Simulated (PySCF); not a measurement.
An unknown shows these calculated signals:

¹H NMR (300 MHz, computed): δ 7.09 (dd, J = 9.0, 8.1 Hz, 2H), 6.61 (t, J = 8.1 Hz, 1H), 6.24 (d, J = 9.0 Hz, 2H), 4.47 (br s, 1H), 2.49 (br s, 2H).

¹³C{¹H} NMR (computed): δ 151.1 (C), 131.8 (CH), 119.7 (CH), 109.1 (CH).

Single conformer, equivalent nuclei averaged, in vacuum, non-relativistic. Geometry from PBE0-D3(BJ)/def2-SVP; J couplings at B3LYP/pcJ-1 (spin–dipole term only in couplings to heteroatoms); shieldings: GIAO PBE/pcSseg-1; PySCF.

Shifts are taken against calculated references (same method and geometry level): ¹H (σref 31.20) and ¹³C (σref 180.03) against TMS.

Q: Which of these does the molecule contain: a benzene ring, a non-aromatic C=C double bond, a methoxy group, a Si–CH3 group, an NH or NH2 group?

A: 
- A benzene ring: yes.
- A non-aromatic C=C double bond: no.
- A methoxy group: no.
- A Si–CH3 group: no.
- An NH or NH2 group: yes (δH 2.49 (br s)).

The data belong to phenylhydrazine (NNc1ccccc1, C6H8N2); they needn't prove each group on their own.

Carbon signals by region: 4 in the sp2 and nitrile region (100–160 ppm).

Exchangeable OH/NH protons stand at their gas-phase positions; hydrogen bonding in a real sample shifts them, mostly to higher δ. Multiplet labels drop couplings under 1 Hz and merge nearly equal ones. Couplings among chemically equivalent protons are left out too, so labels in AA′BB′ or AA′XX′ sets are apparent multiplicities. Unscaled 3J(H,H) at this level run about 10 % above measured values. Shifts are as computed. Against solution values, carbons near 30 ppm lie about +2 ppm off and those near 130 ppm about +2 ppm. Of 1211 compounds with measured shifts, 218 miss one by over three times the rms of a fit or turn the order of signals round; such compounds aren't used in these exercises.
